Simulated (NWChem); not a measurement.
System: MoNH2O2F; SMILES [NH]=[Mo](=[O])([OH])[F]

Excerpt of the output:

```
             Northwest Computational Chemistry Package (NWChem) 7.3.0
             --------------------------------------------------------

 C1  symmetry detected

                             Geometry "geometry" -> ""
                             -------------------------

 Output coordinates in angstroms (scale by  1.889725989 to convert to a.u.)

  No.       Tag          Charge          X              Y              Z
 ---- ---------------- ---------- -------------- -------------- --------------
    1 Mo                  42.0000     0.03030613    -0.00754987     0.02567034
    2 O                    8.0000     1.01076113     0.11461765     1.37139339
    3 N                    7.0000     1.00188734     0.19901496    -1.37809707
    4 H                    1.0000     1.93989837     0.35128297    -1.74753071
    5 F                    9.0000    -0.76745245    -1.67984188    -0.05691888
    6 O                    8.0000    -1.24828078     1.35042679     0.06390704
    7 H                    1.0000    -1.41873815     1.97092843    -0.65407751

 Effective nuclear repulsion energy (a.u.)     502.4867359229

 Summary of "ao basis" -> "ao basis" (spherical)
 ------------------------------------------------------------------------------
       Tag                 Description            Shells   Functions and Types
 ---------------- ------------------------------  ------  ---------------------
 Mo                         def2-svp                11       31   5s3p2d1f
 O                          def2-svp                 6       14   3s2p1d
 N                          def2-svp                 6       14   3s2p1d
 H                          def2-svp                 3        5   2s1p
 F                          def2-svp                 6       14   3s2p1d

            General Information
            -------------------
          SCF calculation type: DFT
          Wavefunction type:  closed shell.
          No. of atoms     :     7
          No. of electrons :    48
           Alpha electrons :    24
            Beta electrons :    24
          Charge           :     0
          Spin multiplicity:     1
          Use of symmetry is: off; symmetry adaption is: off
          Maximum number of iterations: 150
          AO basis - number of functions:    97
                     number of shells:    41
          Convergence on energy requested:  1.00D-06
          Convergence on density requested:  1.00D-05
          Convergence on gradient requested:  5.00D-04

              XC Information
              --------------
          PerdewBurkeErnzerhof Exchange Functional  1.000
            Perdew 1991 LDA Correlation Functional  1.000 local
           PerdewBurkeErnz. Correlation Functional  1.000 non-local

             Grid Information
             ----------------
          Grid used for XC integration:  coarse
          Radial quadrature: Mura-Knowles
          Angular quadrature: Lebedev.
          Tag              B.-S. Rad. Rad. Pts. Rad. Cut. Ang. Pts.
          ---              ---------- --------- --------- ---------
          Mo                  1.45      104           8.0       302
          O                   0.60       35          10.0       302
          N                   0.65       35           8.0       302
          H                   0.35       35          10.0       302
          F                   0.50       35          10.0       302
          Grid pruning is: on
          Number of quadrature shells:   314
          Spatial weights used:  Erf1

      Superposition of Atomic Density Guess
      -------------------------------------

 Sum of atomic energies:        -381.20954665

      Non-variational initial energy
      ------------------------------

 Total energy =    -371.695631
 1-e energy   =    -979.969273
 2-e energy   =     383.996769
 HOMO         =      -0.384655
 LUMO         =      -0.027849

     ---------------------------------------------
      Total Density - Mulliken Population Analysis
     ---------------------------------------------

    Atom       Charge   Shell Charges
 -----------   ------   -------------------------------------------------------
    1 Mo  14    10.97  -0.39  1.55  0.87  0.18  0.04  5.96  0.25  0.10  2.01  0.31  0.09
    2 O    8     9.09   1.99  1.16  0.75  3.18  1.99  0.01
    3 N    7     8.05   1.99  1.10  0.57  2.64  1.74  0.01
    4 H    1     0.74   0.58  0.12  0.04
    5 F    9     9.66   1.99  1.15  0.81  3.54  2.17  0.00
    6 O    8     8.86   1.99  1.10  0.68  3.10  1.98  0.00
    7 H    1     0.63   0.52  0.06  0.06

   convergence    iter        energy       DeltaE   RMS-Dens  Diis-err
 ---------------- ----- ----------------- --------- --------- ---------
 d= 0,ls=0.0,diis     1   -373.5473058262 -5.98D+02  5.98D-02  4.43D+00
 d= 0,ls=0.0,diis     2   -363.6143586781  9.93D+00  5.40D-02  6.36D+01
 d= 0,ls=0.0,diis     3   -373.2208633681 -9.61D+00  1.65D-02  8.81D+00
 d= 0,ls=0.0,diis     4   -374.0794414379 -8.59D-01  3.81D-03  2.12D-01
 d= 0,ls=0.0,diis     5   -374.0932110875 -1.38D-02  2.77D-03  7.43D-02
  Resetting Diis
 d= 0,ls=0.0,diis     6   -374.0948138201 -1.60D-03  1.44D-03  6.59D-02
 d= 0,ls=0.0,diis     7   -374.1019972294 -7.18D-03  9.54D-04  1.96D-03
 d= 0,ls=0.0,diis     8   -374.0999625218  2.03D-03  8.23D-04  2.22D-02
 d= 0,ls=0.0,diis     9   -374.1020260842 -2.06D-03  2.29D-04  1.71D-03
 d= 0,ls=0.0,diis    10   -374.1021815600 -1.55D-04  6.62D-05  1.40D-04
 d= 0,ls=0.0,diis    11   -374.1021956220 -1.41D-05  1.53D-05  3.71D-06
 d= 0,ls=0.0,diis    12   -374.1021958778 -2.56D-07  7.71D-06  1.35D-06

         Total DFT energy =     -374.102195877775
      One electron energy =     -984.514272333594
           Coulomb energy =      428.933824694451
    Exchange-Corr. energy =      -42.798621055832
 Nuclear repulsion energy =      224.276872817200

 Numeric. integr. density =       47.999982820971

                       DFT Final Molecular Orbital Analysis
                       ------------------------------------

 Vector   22  Occ=2.000000D+00  E=-2.939395D-01
              MO Center= -2.6D-01,  7.3D-01,  3.1D-01, r^2= 3.0D+00
   Bfn.  Coefficient  Atom+Function         Bfn.  Coefficient  Atom+Function
  ----- ------------  ---------------      ----- ------------  ---------------
    84      0.346010  6 O  pz                83      0.290767  6 O  py
    87      0.248553  6 O  pz                36     -0.234832  2 O  py
    37     -0.230341  2 O  pz                86      0.215619  6 O  py
    50     -0.176920  3 N  py                39     -0.172781  2 O  py
    16     -0.165270  1 Mo d -1              40     -0.155712  2 O  pz

 Vector   23  Occ=2.000000D+00  E=-2.822028D-01
              MO Center=  5.1D-01,  1.1D-01, -5.4D-01, r^2= 2.8D+00
   Bfn.  Coefficient  Atom+Function         Bfn.  Coefficient  Atom+Function
  ----- ------------  ---------------      ----- ------------  ---------------
    50      0.424802  3 N  py                53     -0.312829  3 N  py
    36     -0.230539  2 O  py                16      0.202503  1 Mo d -1
    83      0.180589  6 O  py                15     -0.176330  1 Mo d -2
     7      0.169681  1 Mo py                39     -0.157996  2 O  py
    69     -0.155018  5 F  py                70     -0.137656  5 F  pz

 Vector   24  Occ=2.000000D+00  E=-2.575138D-01
              MO Center=  7.6D-01,  1.6D-01, -5.7D-01, r^2= 2.7D+00
   Bfn.  Coefficient  Atom+Function         Bfn.  Coefficient  Atom+Function
  ----- ------------  ---------------      ----- ------------  ---------------
    51      0.386207  3 N  pz                35      0.338535  2 O  px
    54     -0.289153  3 N  pz                49      0.261979  3 N  px
    38      0.242043  2 O  px                52     -0.194933  3 N  px
    19     -0.156100  1 Mo d  2              48      0.128968  3 N  s
     2      0.128136  1 Mo s                 82     -0.120022  6 O  px

 Vector   25  Occ=0.000000D+00  E=-9.935352D-02
              MO Center=  6.3D-02,  5.6D-02, -5.0D-02, r^2= 2.2D+00
   Bfn.  Coefficient  Atom+Function         Bfn.  Coefficient  Atom+Function
  ----- ------------  ---------------      ----- ------------  ---------------
    19      0.737391  1 Mo d  2              17     -0.257707  1 Mo d  0
    54     -0.203557  3 N  pz                82      0.200311  6 O  px
    51      0.195980  3 N  pz                68     -0.186153  5 F  px
    37      0.184367  2 O  pz                15      0.183070  1 Mo d -2
    16      0.179651  1 Mo d -1              85      0.175340  6 O  px

 Vector   26  Occ=0.000000D+00  E=-8.909094D-02
              MO Center=  2.6D-01,  9.9D-02, -1.5D-01, r^2= 2.2D+00
   Bfn.  Coefficient  Atom+Function         Bfn.  Coefficient  Atom+Function
  ----- ------------  ---------------      ----- ------------  ---------------
    16      0.781644  1 Mo d -1              50     -0.314161  3 N  py
    53      0.314764  3 N  py                36     -0.240927  2 O  py
    39     -0.202627  2 O  py                15     -0.149732  1 Mo d -2
    18      0.149621  1 Mo d  1              94      0.145005  7 H  s
    19     -0.137752  1 Mo d  2              81     -0.136923  6 O  s

 Vector   27  Occ=0.000000D+00  E=-5.661933D-02
              MO Center=  2.0D-01, -4.1D-02, -1.1D-02, r^2= 2.4D+00
   Bfn.  Coefficient  Atom+Function         Bfn.  Coefficient  Atom+Function
  ----- ------------  ---------------      ----- ------------  ---------------
    15      0.592313  1 Mo d -2              17     -0.429777  1 Mo d  0
    19     -0.303142  1 Mo d  2              48      0.279983  3 N  s
    61     -0.234060  4 H  s                 69      0.230945  5 F  py
     5      0.222639  1 Mo s                 36     -0.211984  2 O  py
    67     -0.207879  5 F  s                 39     -0.198649  2 O  py

     ---------------------------------------------
      Total Density - Mulliken Population Analysis
     ---------------------------------------------

    Atom       Charge   Shell Charges
 -----------   ------   -------------------------------------------------------
    1 Mo  14    13.08  -0.40  1.64  0.81  0.19  0.01  6.00  0.47  0.18  3.56  0.52  0.10
    2 O    8     8.31   1.99  1.13  0.77  2.76  1.64  0.01
    3 N    7     7.31   1.99  1.04  0.56  2.34  1.36  0.01
    4 H    1     0.84   0.70  0.10  0.04
    5 F    9     9.31   1.99  1.13  0.82  3.32  2.04  0.00
    6 O    8     8.38   1.99  1.08  0.69  2.86  1.75  0.01
    7 H    1     0.77   0.67  0.04  0.07

     -------------------------------------------
      Total Density - Lowdin Population Analysis
     -------------------------------------------

    Atom       Charge   Shell Charges
 -----------   ------   -------------------------------------------------------
    1 Mo  14    13.84   0.00  0.98  0.91  0.29  0.10  5.61  0.94  0.31  3.28  1.26  0.17
    2 O    8     8.09   1.98  0.98  0.67  2.64  1.81  0.02
    3 N    7     7.07   1.97  0.80  0.48  2.18  1.61  0.03
    4 H    1     0.90   0.57  0.20  0.13
    5 F    9     9.12   1.98  1.03  0.76  3.20  2.16  0.01
    6 O    8     8.09   1.97  0.89  0.59  2.70  1.93  0.01
    7 H    1     0.88   0.54  0.16  0.18

     Multipole analysis of the density
     ---------------------------------

     L   x y z        total         alpha         beta         nuclear
     -   - - -        -----         -----         ----         -------
     0   0 0 0      0.000000    -24.000000    -24.000000     48.000000

     1   1 0 0      0.050316      0.826942      0.826942     -1.603568
     1   0 1 0      0.769814      0.185167      0.185167      0.399481
     1   0 0 1     -0.915262      0.221508      0.221508     -1.358277

     2   2 0 0    -30.459780    -84.428051    -84.428051    138.396322
     2   1 1 0     -1.723560      2.134958      2.134958     -5.993476
     2   1 0 1     -1.921685      1.310178      1.310178     -4.542041
     2   0 2 0    -31.820983    -95.147305    -95.147305    158.473628
     2   0 1 1     -2.671385      0.480427      0.480427     -3.632239
     2   0 0 2    -33.100635    -73.495503    -73.495503    113.890370

            General Information
            -------------------
          SCF calculation type: DFT
          Wavefunction type:  closed shell.
          No. of atoms     :     7
          No. of electrons :    48
           Alpha electrons :    24
            Beta electrons :    24
          Charge           :     0
          Spin multiplicity:     1
          Use of symmetry is: off; symmetry adaption is: off
          Maximum number of iterations: 150
          AO basis - number of functions:    97
                     number of shells:    41
          Convergence on energy requested:  1.00D-06
          Convergence on density requested:  1.00D-05
          Convergence on gradient requested:  5.00D-04

              XC Information
              --------------
          PerdewBurkeErnzerhof Exchange Functional  1.000
            Perdew 1991 LDA Correlation Functional  1.000 local
           PerdewBurkeErnz. Correlation Functional  1.000 non-local

             Grid Information
             ----------------
          Grid used for XC integration:  coarse
          Radial quadrature: Mura-Knowles
          Angular quadrature: Lebedev.
          Tag              B.-S. Rad. Rad. Pts. Rad. Cut. Ang. Pts.
          ---              ---------- --------- --------- ---------
          Mo                  1.45      104           8.0       302
          O                   0.60       35          10.0       302
          N                   0.65       35           8.0       302
          H                   0.35       35          10.0       302
          F                   0.50       35          10.0       302
          Grid pruning is: on
          Number of quadrature shells:   314
          Spatial weights used:  Erf1

          Convergence Information
          -----------------------
          Convergence aids based upon iterative change in
          total energy or number of iterations.
          Levelshifting, if invoked, occurs when the
          HOMO/LUMO gap drops below (HL_TOL):  1.00D-02
          DIIS, if invoked, will attempt to extrapolate
          using up to (NFOCK): 10 stored Fock matrices.

                    Damping( 0%)  Levelshifting(0.5)       DIIS
                  --------------- ------------------- ---------------
          dE  on:    start            ASAP                start
          dE off:    2 iters        150 iters           150 iters

                            NWChem DFT Gradient Module
                            --------------------------

  charge          =   0.00
  wavefunction    = closed shell

                         DFT ENERGY GRADIENTS

    atom               coordinates                        gradient
                 x          y          z           x          y          z
   1 Mo      0.057270  -0.014267   0.048510    0.019715   0.003895   0.005099
   2 O       1.910062   0.216596   2.591558   -0.017554  -0.002224  -0.024617
   3 N       1.893293   0.376084  -2.604226   -0.007590  -0.001766   0.017180
   4 H       3.665876   0.663829  -3.302354   -0.006522  -0.001052   0.002831
   5 F      -1.450275  -3.174441  -0.107561    0.004260   0.009509   0.000268
   6 O      -2.358909   2.551937   0.120767    0.006006  -0.001935  -0.008486
   7 H      -2.681026   3.724515  -1.236027    0.001685  -0.006427   0.007727
```

Level: PBE/def2-SVP with def2 effective core potentials on Mo. All runs use the structure optimised with PBE0/def2-SVP. def2 effective core potentials on Mo; no spin-orbit coupling.

Question: Write an input that gives this output.

Answer: One answer among several that fit: the input that was run:
```
start job
memory heap 200 mb stack 900 mb global 1100 mb
geometry units angstroms noautoz
  Mo    -0.021099    -0.035955     0.050959
  O      0.675145    -0.104954     1.566766
  N      1.233290     0.038806    -1.122975
  H      2.238498     0.043293    -1.293469
  F     -1.037097    -1.552845    -0.275527
  O     -1.053073     1.511951    -0.088195
  H     -0.976437     2.167271    -0.791233
end
basis spherical
  * library def2-svp
end
ecp
  Mo library def2-ecp
end
dft
  xc xpbe96 cpbe96
  grid coarse
  iterations 150
  mulliken
end
task dft gradient
```
